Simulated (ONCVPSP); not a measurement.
Before and after: ONCV potential for chromium

Cr, optimised norm-conserving Vanderbilt (ONCV), made with ONCVPSP 4.0.1 (PBEsol, scalar-relativistic). Core [Ne], reference 3s2 3p6 3d5 4s1. Waves: 3s+4s: rc 1.30 bohr, ncon 4, nbas 9, qcut 8.2 1/bohr, 2 projectors; 3p: rc 1.20 bohr, ncon 4, nbas 8, qcut 11.4 1/bohr, 2 projectors, debl 3.9 Ha; 3d: rc 1.85 bohr, ncon 3, nbas 7, qcut 6.9 1/bohr, 2 projectors, debl 3.3 Ha. Local part: polynomial inside 0.95 bohr (lpopt 3, dvloc0 0 Ha). Core correction: polynomial model core, fcfact 0.5.

Change: s: qcut 6.4.

Cutoffs: the cutoffs (Ha) at which the residual kinetic energy of the hardest occupied pseudo-wave falls to 1 and 0.1 mHa per electron; they do not see the model core or the augmentation charge, which bear on the density cutoff. Errors are all-electron minus pseudo energies relative to the spin-unpolarised reference configuration.

How do hardness, ghosts and transferability respond?

The potential gets neither clearly harder nor softer (26 Ha and 39 Ha → 25 Ha and 126 Ha); the p channel sets the loose cutoff, while the largest relative change is in s, which becomes softer; of the 3 tests that both files solve, the error grows in 1 and shrinks in 0 by more than 15 % and 0.3 meV (median size 10.4 → 10.4 meV); neither file shows a bound ghost.

```csv
quantity,base,changed
"cutoff, loose",26 Ha,25 Ha
"cutoff, tight",39 Ha,126 Ha
loose cutoff by channel,"s 26 Ha, p 25 Ha, d 21 Ha","s 21 Ha, p 25 Ha, d 21 Ha"
bound ghosts,none,none
GHOST(+) flags under 300 eV,none,none
tests with a reliable result,3 of 4,3 of 4
"error for 3s2 3p6 3d5 4s0, meV [ΔE 6.87 eV]",+9.3,+8.9
"error for 3s2 3p6 3d4 4s0, meV [ΔE 22.89 eV]",+10,+10
"error for 3s1 3p6 3d5 4s1, meV [ΔE 80.04 eV]",-473,-569
s: phases at 1.32 bohr within 0.05 rad from the reference energy up to (Ha; the scan ends near 5),to the end of the scan,to the end of the scan
p: phases at 1.22 bohr within 0.05 rad from the reference energy up to (Ha; the scan ends near 5),to the end of the scan,to the end of the scan
d: phases at 1.88 bohr within 0.05 rad from the reference energy up to (Ha; the scan ends near 5),to the end of the scan,to the end of the scan
"rms error of d²Exc/dni dnj with the model core, mHa",1.01,1.27
```

Changed file: The cutoffs count occupied waves only; projector 2 of the d channel, the hardest unoccupied one, needs 63 Ha at the loose tolerance.
